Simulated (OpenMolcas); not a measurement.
## Levels of Bi3+ by method

- Program: OpenMolcas
- Basis: ANO-RCC-VQZP [9s8p6d4f3g]
- Scalar Hamiltonian: DKH2, point nucleus
- Active space: 2 electrons in 8 orbitals (6s 6p 7s 7p)
- State averaging: 2S+1 = 3 even, 3 roots; 2S+1 = 1 even, 7 roots; 2S+1 = 3 odd, 3 roots; 2S+1 = 1 odd, 3 roots
- Spin-orbit coupling: state interaction with AMFI integrals over the reference wave functions, term energies averaged over their components

Methods on the same reference wave functions:
A. CASSCF
B. SS-CASPT2, IPEA 0.25 Eh, imaginary shift 0.1 Eh (closed shells correlated: 5d)
C. MS-CASPT2, IPEA 0.25 Eh, imaginary shift 0.1 Eh (closed shells correlated: 5d)

Energies in cm⁻¹ above 6s² ¹S₀, the measured ground level; measured values from Moore, Atomic Energy Levels, vol. III, NSRDS-NBS 35 (1971 reprint of NBS Circular 467, 1958).

```csv
Level,A,B,C,Measured
6s² ¹S₀,0.0,0.0,0.0,0.0
6s 6p ³P°₀,68306,73780,73990,70968
6s 6p ³P°₁,73344,78090,78300,75926
6s 6p ³P°₂,88619,94090,94300,
6s 6p ¹P°₁,118337,111020,111230,114602
6p² ³P₀,176624,180270,180470,
```

Deviations, from unrounded energies. A percentage is the sum of absolute deviations over the sum of measured energies, with the sign that they share, or ± where signs differ.

| Against measurement | Levels | A | B | C |
| --- | --- | --- | --- | --- |
| mean absolute deviation (cm-1) | 3 | 3000 | 2900 | 2900 |
| other configurations (%) | 3 | ±3.4 | ±3.3 | ±3.4 |

A, B, C lie about equally close to measurement. The largest miss of B in the table is 6s 6p ¹P°₁, by -3600 cm-1. The ranking rests on the paired levels alone, and a cruder setting can come out closer through cancelling errors.

Between B and C the level of the table that moves most is 6s 6p ³P°₂, by 210 cm-1 (lowest in B, highest in C). Moves below CASPT2's spread within the term are not significant.

The lowest spin-free term lies below A's lowest term by 0.415 hartree in B, 0.416 hartree in C.

Over all roots computed the reference weight is 0.85 to 0.94 in B, 0.85 to 0.94 in C; the roots of lowest weight are the least certain, and an intruder state may touch them. The run also gave levels led by 6s 7s, which use shells meant for correlation; these and all levels above them are left out. The ¹D term of p² mixes with s d, which this space lacks. Spin-orbit splittings of 6p shells tend to come out small when the coupling is added on scalar orbitals. Computed and measured levels are paired by configuration, term and J; levels that our copy of the source lacks, or whose pairing is in doubt (as where it misses far off the trend of its configuration), stay unpaired and out of the deviations. Levels of configurations outside the active space are missing. The table leaves out levels that lie high or whose names do not pair safely across all columns.

° marks odd parity.
